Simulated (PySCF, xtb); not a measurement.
Si(OH)3(SiH3) (H₆O₃Si₂), SMILES O[Si](O)(O)[SiH3].

xtb 6.7.1 with GFN2-xTB at its own geometry gives an orbital gap of 4.83 eV and a dipole moment of 0.52 D.

Coordinates come from a r2SCAN-D4/def2-SVP optimisation. One conformer was computed; it need not be the lowest.

What does PBE/def2-TZVP run with PySCF give? (An estimate is asked for; the answer gives what the named calculation found.)

gap 5.96 eV (levels -6.57 and -0.61 eV), dipole 0.79 D.
